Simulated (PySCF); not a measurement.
PySCF input file for C₆H₅, SMILES c1[c]cccc1, multiplicity 2, PBE/pcH-1. Geometry optimised at PBE0-D3(BJ)/def2-SVP. The isomer is the one that the SMILES or the coordinates give; other isomers of the formula were not compared.

```python
import numpy as np
from pyscf import gto, scf, dft
from pyscf.prop.hfc import uks as hfc

mol = gto.M(
    atom='''
    C     0.00000000   -0.00000001   -1.39697632
    C     0.00000000   -1.22571152   -0.77066237
    C     0.00000000   -1.21273898    0.63095292
    C     0.00000000    0.00000002    1.32205146
    C     0.00000000    1.21273898    0.63095291
    C     0.00000000    1.22571151   -0.77066238
    H     0.00000000   -2.16761091   -1.32573670
    H     0.00000000   -2.15756348    1.18153949
    H     0.00000000    0.00000002    2.41445721
    H     0.00000000    2.15756349    1.18153945
    H     0.00000000    2.16761090   -1.32573674
    ''',
    basis='pcH-1',
    charge=0,
    spin=1,
    max_memory=1600,
    verbose=3,
)
mf = dft.UKS(mol, xc='pbe').density_fit(auxbasis='def2-universal-jkfit')
mf.grids.level = 3
mf.conv_tol = 1e-10
mf.max_cycle = 100
mf.kernel()
fine, coarse = mf.grids, dft.Grids(mol).set(level=1).build(with_non0tab=True)
for _ in range(3):  # follow internal instabilities
    mf.grids = coarse
    mo, _, stable, _ = mf.stability(return_status=True, nroots=4)
    mf.grids = fine
    if stable:
        break
    mf.kernel(mf.make_rdm1(mo, mf.mo_occ))
A = hfc.HFC(mf).make_fcdip(mf.make_rdm1())  # Fermi contact and dipolar terms, MHz
print('atom   A(iso)/MHz   principal dipolar parts/MHz')
for i, a in enumerate(A):
    w = np.linalg.eigvalsh((a + a.T) / 2)
    print(f'{mol.atom_symbol(i):2s}{i + 1:3d} {w.mean():12.2f}', (w - w.mean()).round(2))
```

Log of the run:

```

WARN: HOMO -0.226005884788531 >= LUMO -0.226005884788533

converged SCF energy = -231.269632782972  <S^2> = 0.75612652  2S+1 = 2.0061172
<class 'pyscf.df.df_jk.DFUKS'> wavefunction is stable in the internal stability analysis
atom   A(iso)/MHz   principal dipolar parts/MHz
C   1       369.81 [-77.03 -61.68 138.71]
C   2        12.42 [-13.32  -2.38  15.7 ]
C   3        46.12 [-6.06 -3.36  9.42]
C   4        -5.23 [-5.62  1.9   3.71]
C   5        46.12 [-6.06 -3.36  9.42]
C   6        12.42 [-13.32  -2.38  15.7 ]
H   7        54.23 [-6.71 -5.46 12.17]
H   8        18.44 [-3.15 -1.98  5.13]
H   9         7.22 [-1.57  0.13  1.43]
H  10        18.44 [-3.15 -1.98  5.13]
H  11        54.23 [-6.71 -5.46 12.17]
```

The calculation finished and met its thresholds.
